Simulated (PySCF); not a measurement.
# Ionisation energy of Nd⁵⁵⁺ by level of theory

Nd⁵⁵⁺ [He] 2s2 2p1 (2P) → Nd⁵⁶⁺ [He] 2s2 (1S), as a difference of total energies. All numbers are calculated (PySCF 2.14, the non-relativistic Hamiltonian (point nucleus), in an uncontracted even-tempered set (17 s from 30 bohr⁻², ratio 2.2; 10 p from 39 bohr⁻², ratio 2.2; 5 d from 150 bohr⁻², ratio 2.4; 5 f from 220 bohr⁻², ratio 2.4; 4 g from 330 bohr⁻², ratio 2.4)). Correlated levels: nothing frozen; virtual orbitals above 40 to 60 times the deepest correlated orbital energy dropped. The calculations carry no spin-orbit coupling.

| method | ionisation energy (eV) | plus first-order spin-orbit estimate | difference from reference of that sum (eV) |
| --- | --- | --- | --- |
| UHF | 11023.4 | 11316.7 | -377.3 |
| LDA | 11015.7 | 11308.9 | -385.1 |
| PBE | 11024.6 | 11317.9 | -376.1 |
| PBE0 | 11024.5 | 11317.8 | -376.2 |
| r2SCAN | 11027.0 | 11320.2 | -373.8 |
| r2SCANh | 11026.7 | 11319.9 | -374.1 |
| revPBE | 11024.3 | 11317.6 | -376.4 |
| MP2 (all electrons) | 11020.7 | 11314.0 | -380.0 |
| SCS-MP2 (all electrons) | 11020.0 | 11313.2 | -380.8 |

Reference: 11694 ± 5 eV (theoretical estimate listed by NIST; NIST Atomic Spectra Database, ionization energies).

A first-order spin-orbit estimate (lowest level to lowest level, LS coupling) adds 293.2 eV.

The gap to the reference is mostly relativistic.

First order in ζ underestimates the shift of j = l − 1/2 levels at high Z.
